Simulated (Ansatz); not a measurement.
A structure relaxed at PBE0-D4/def2-TZVP, charge 0, multiplicity 1:

```json
{"atom": "O1", "x (Å)": "0.0496", "y (Å)": "-1.6800", "z (Å)": "1.0593"}
{"atom": "Si2", "x (Å)": "-0.1356", "y (Å)": "-1.0417", "z (Å)": "-0.4300"}
{"atom": "Cl3", "x (Å)": "1.4880", "y (Å)": "-1.3963", "z (Å)": "-1.6389"}
{"atom": "Ge4", "x (Å)": "-0.2922", "y (Å)": "1.3282", "z (Å)": "-0.1674"}
{"atom": "Cl5", "x (Å)": "0.9444", "y (Å)": "1.6010", "z (Å)": "1.6109"}
{"atom": "H6", "x (Å)": "0.5827", "y (Å)": "-1.1705", "z (Å)": "1.6781"}
{"atom": "H7", "x (Å)": "-1.3044", "y (Å)": "-1.7008", "z (Å)": "-1.0468"}
{"atom": "H8", "x (Å)": "0.3469", "y (Å)": "2.1842", "z (Å)": "-1.2683"}
{"atom": "H9", "x (Å)": "-1.6794", "y (Å)": "1.8760", "z (Å)": "0.2030"}
```

Task: Give its formula and SMILES.

Result: Cl2GeH4OSi, `O[SiH](Cl)[GeH2][Cl]`.

Task: Summarise the bond lengths by kind.

Result: 1 × O–Si 1.631 Å; 1 × H–O 0.963 Å; 1 × Cl–Si 2.055 Å; 1 × Ge–Si 2.390 Å; 1 × H–Si 1.477 Å; 1 × Cl–Ge 2.183 Å; 2 × Ge–H 1.534 to 1.537 Å.

Results of the Gaussian-basis code of Ansatz.
